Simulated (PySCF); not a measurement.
Trend along the alkali metals: MB molecules

PBE with triple-zeta basis sets in PySCF, for the lowest determinant that a PBE0 search found; no spin–orbit coupling. De refers to high-spin ground-configuration atoms. A positive dipole means M(−)B(+).

```csv
M,basis,state (unpaired electrons),Re (Å),ωe (cm⁻¹),De (eV),μ (D)
Li,def2-TZVPP,"triplet (σ ↑, π ↑)",2.151,521,1.41,-5.27
Na,def2-TZVPP,"triplet (σ ↑, π ↑)",2.504,315,1.06,-5.25
K,def2-TZVPP,"triplet (σ ↑, π ↑)",2.885,254,1.07,-6.75
Rb,x2c-TZVPPall,"triplet (σ ↑, π ↑)",2.982,231,1.10,-6.87
```

The shortest bond is that of LiB (2.151 Å), the longest that of RbB (2.982 Å).

The rows differ in basis set, which adds steps of its own.

Relativity is treated differently too: Li no relativity; Na no relativity; K no relativity; Rb spin-free X2C.

Down a group bonds as a rule get longer and wavenumbers fall, partly through the reduced mass; this series shows no clear exception.

Spin–orbit coupling is left out. States were picked by a PBE0 search and need not be the measured ground states.
